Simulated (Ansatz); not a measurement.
Start from `[F][Sn]([F])([F])[GeH3]` and change one atom or group to get `[F][SnH]([F])[F]`.

Ansatz, PBE0-D4/def2-TZVP geometries, multiplicity 1. 

Elements past krypton have def2 core potentials. Scalar relativity is left out up to krypton.

```csv
property,`[F][Sn]([F])([F])[GeH3]`
HOMO–LUMO gap (B3LYP/def2-TZVPP) / eV,6.88
LUMO energy (ωB97M-V/def2-TZVPP) / eV,-0.14
LUMO energy (B3LYP/def2-TZVPP) / eV,-2.42
HOMO energy (ωB97M-V/def2-TZVPP) / eV,-11.57
HOMO energy (B3LYP/def2-TZVPP) / eV,-9.29
size of the dipole moment (B3LYP/def2-TZVPP) / D,5.65
```

(1) Give the same properties after the change, and the shifts. (Estimate.)

Results:

(1) The calculation gave: 
```json
{"property": "HOMO–LUMO gap (B3LYP/def2-TZVPP) / eV", "`[F][SnH]([F])[F]`": "8.26", "shift": "1.38"}
{"property": "LUMO energy (ωB97M-V/def2-TZVPP) / eV", "`[F][SnH]([F])[F]`": "-0.06", "shift": "0.08"}
{"property": "LUMO energy (B3LYP/def2-TZVPP) / eV", "`[F][SnH]([F])[F]`": "-2.54", "shift": "-0.12"}
{"property": "HOMO energy (ωB97M-V/def2-TZVPP) / eV", "`[F][SnH]([F])[F]`": "-13.38", "shift": "-1.81"}
{"property": "HOMO energy (B3LYP/def2-TZVPP) / eV", "`[F][SnH]([F])[F]`": "-10.81", "shift": "-1.52"}
{"property": "size of the dipole moment (B3LYP/def2-TZVPP) / D", "`[F][SnH]([F])[F]`": "3.32", "shift": "-2.33"}
```

With PBE0 the HOMO falls by 1.54 eV and the LUMO falls by 0.07 eV, so the gap widens by about 1.47 eV. PBE moves the HOMO by -1.12 eV and ωB97M-V by -1.81 eV. The zero-point energy changes by -43.7 kJ/mol with -9 modes. Dipoles are sizes alone; their direction can turn.

B3LYP here is the variant with VWN-RPA as its local correlation; programs differ in this.
